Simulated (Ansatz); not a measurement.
Single points on InCl2H (InHCl₂).

```yaml
crystal:
  periodic: [false, false, false]
  atoms:
    - {symbol: In, position_ang: [-0.117976, -0.198044, 0.000167]}
    - {symbol: Cl, position_ang: [2.194563, -0.054346, 0.013507]}
    - {symbol: Cl, position_ang: [-1.092790, 1.903898, -0.015054]}
    - {symbol: H, position_ang: [-0.983797, -1.651507, 0.001381]}
basis:
  gaussian: {orbitals: def2-TZVP, initial_orbitals: start.molden}
hamiltonian: {xc: {name: BHLYP}, dispersion: d4}
scf: {omitted_lower_state_checks: [starts]}
output: {orbitals: {seedname: orbitals}}
```

The file start.molden holds the orbitals of an earlier run on this structure, at another level or in another basis.

```sh
$ ansatz run in.yaml --threads 4 --pin off --events-out ev --progress --plain --max-ram 3916MiB
```

Shortened log:

```
Functional definition: BHLYP
1147 factors; their error is unknown
mean field evaluation 1: about -30236.4778 eV, gradient 1.0e1 eV
mean field evaluation 2: about -30236.5421 eV, gradient 1.1e-1 eV
mean field evaluation 4: about -30236.7826 eV, gradient 2.6e-4 eV
mean field evaluation 8: about -30236.7826 eV, gradient 1.3e-5 eV
mean field -30236.78261173 eV, -1111.1812657537 hartree, gradient 1.3e-5 eV, S^2 0.000000; 0 other end points of the search recorded, 0 dependent functions left out
reference -30236.78278376 eV, -1111.1812720756 hartree; 28, 28 occupied and 102, 102 virtual orbitals, 1147 factors
Total energy: -30236.94119175 eV, -1111.1870934621 hartree
Checks for a lower state left out: starts
```

It took 1.1 s on 4 threads of Arm Neoverse V2 on a shared host.

As the first input, with `gaussian: {orbitals: def2-TZVPP, initial_orbitals: start.molden}`, `correlation: {method: ccsd_t}` and without the key `hamiltonian` (abridged; 3.2 s):

```
Functional definition: HF
mean field -30175.37122120 eV, -1108.9244387777 hartree, gradient 2.3e-6 eV, S^2 0.000000
14 core orbitals not correlated: weight in the atoms' cores, before any rotation towards them, 1.000 or more for the frozen orbitals, at most 0.000 for the correlated occupied ones
second order -17.79125492 eV of doubles, -0.00000000 eV of singles
cycle   1  -18.13807857 eV  change   -3.5e-1 eV  update   9.2e-2
cycle   2  -18.54358310 eV  change   -4.1e-1 eV  update   2.6e-2
cycle   3  -18.61452657 eV  change   -7.1e-2 eV  update   1.4e-2
cycle   4  -18.60421488 eV  change    1.0e-2 eV  update   3.9e-3
cycle   5  -18.60150062 eV  change    2.7e-3 eV  update   1.5e-3
cycle   6  -18.60180457 eV  change   -3.0e-4 eV  update   3.9e-4
cycle   7  -18.60174923 eV  change    5.5e-5 eV  update   1.2e-4
cycle   8  -18.60174928 eV  change   -5.7e-8 eV  update   4.4e-5
cycle   9  -18.60176669 eV  change   -1.7e-5 eV  update   1.8e-5
perturbative correction -0.69251816 eV, -0.0254495729 hartree
Total energy: -30194.66550604 eV, -1109.6334906675 hartree
Checks for a lower state left out: starts
```

As the first input, with `hamiltonian: {xc: hse06, dispersion: d4}` (abridged; 1.1 s):

```
Functional definition: HSE06
mean field -30230.19626150 eV, -1110.9392218473 hartree, gradient 7.2e-5 eV, S^2 0.000000
Total energy: -30230.27578085 eV, -1110.9421441292 hartree
Checks for a lower state left out: starts
```

As the first input, with `gaussian: {orbitals: STO-3G}`, `hamiltonian: {xc: hf}` (abridged; 0.2 s):

```
Functional definition: HF
mean field -179399.09296676 eV, -6592.7950654556 hartree, gradient 5.1e-5 eV, S^2 0.000000
Total energy: -179399.09296676 eV, -6592.7950654556 hartree
Checks for a lower state left out: starts
```

As the first input, with `gaussian: {orbitals: def2-TZVPD, initial_orbitals: start.molden}`, `hamiltonian: {xc: pbe, dispersion: d4}` (abridged; 1.3 s):

```
Functional definition: PBE
mean field -30228.65028691 eV, -1110.8824083288 hartree, gradient 3.7e-5 eV, S^2 0.000000
Total energy: -30228.74598514 eV, -1110.8859251740 hartree
Checks for a lower state left out: starts
```

The first input with `hamiltonian: {xc: pbe0, dispersion: d4}` (abridged; 0.95 s):

```
Functional definition: PBE0
mean field -30230.65044290 eV, -1110.9559127056 hartree, gradient 8.0e-5 eV, S^2 0.000000
Total energy: -30230.73306900 eV, -1110.9589491588 hartree
Checks for a lower state left out: starts
```

First input, but with `gaussian: {orbitals: def2-TZVPD, initial_orbitals: start.molden}`, `hamiltonian: {xc: r2scan, dispersion: d4}` (abridged; 2.4 s):

```
Functional definition: r2SCAN
mean field -30239.22928302 eV, -1111.2711792654 hartree, gradient 1.1e-5 eV, S^2 0.000000
Total energy: -30239.25007697 eV, -1111.2719434286 hartree
Checks for a lower state left out: starts
```

Geometry: r2SCAN-D4/def2-TZVP.

In the def2 sets In takes a core potential, while STO-3G treats all electrons; there is no spin–orbit coupling. HSE06 is defined as in plane-wave codes, on full-range PBE exchange. Correlated methods freeze 14 core orbitals; core or outer-core shells of In are correlated, in sets that lack core-valence functions.
